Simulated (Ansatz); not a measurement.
```yaml
crystal:
  periodic: [false, false, false]
  atoms:
    - {symbol: F, position_ang: [-0.490881, 2.127448, 0.293131]}
    - {symbol: C, position_ang: [-0.111213, 0.817041, 0.351079]}
    - {symbol: Al, position_ang: [1.447433, -0.352639, 0.382256]}
    - {symbol: Si, position_ang: [-0.695078, -0.704959, -0.593816]}
    - {symbol: F, position_ang: [-0.612287, -0.573746, -2.196565]}
    - {symbol: H, position_ang: [-0.407758, 0.374397, 1.353066]}
    - {symbol: H, position_ang: [2.997900, -0.444272, 0.690200]}
    - {symbol: H, position_ang: [-2.036015, -1.300472, -0.335254]}
basis:
  gaussian: {orbitals: aug-cc-pVDZ}
hamiltonian: {xc: {name: wB97X-D}}
accuracy: high
```

```sh
$ ansatz run in.yaml --threads 2 --pin off --events-out ev --progress --plain --max-ram 4352MiB
```

Output, abridged:

```
Error: YAML parse error: error: line 14 column 19: hamiltonian.xc: no functional is named "wB97X-D"; the names, which are not case-sensitive, are SVWN5, SPW92, PBE, PBE0, PBEsol, revPBE, revPBE0, RPBE, rPW86-PBE, HSE06, wPBEh, LC-wPBE, HISS, HF, BLYP, B3LYP, B3LYP5, BHLYP, CAM-B3LYP, r2SCAN, r2SCANh, r2SCAN0, r2SCAN50, m-r2SCAN, B97, wB97, wB97X, wB97X-V, B97M-V, wB97M-V, B2PLYP, B2GP-PLYP, PBE0-DH, PBE-QIDH
  --> <input>:14:19
   |
12 | basis:
13 |   gaussian: {orbitals: aug-cc-pVDZ}
14 | hamiltonian: {xc: {name: wB97X-D}}
   |                   ^ hamiltonian.xc: no functional is named "wB97X-D"; the names, which are not case-sensitive, are SVWN5, SPW92, PBE, PBE0, PBEsol, revPBE, revPBE0, RPBE, rPW86-PBE, HSE06, wPBEh, LC-wPBE, HISS, HF, BLYP, B3LYP, B3LYP5, BHLYP, CAM-B3LYP, r2SCAN, r2SCANh, r2SCAN0, r2SCAN50, m-r2SCAN, B97, wB97, wB97X, wB97X-V, B97M-V, wB97M-V, B2PLYP, B2GP-PLYP, PBE0-DH, PBE-QIDH
15 | accuracy: high
   |
```

In this input the method's name isn't one that the program takes here. The input was rejected before any iteration.
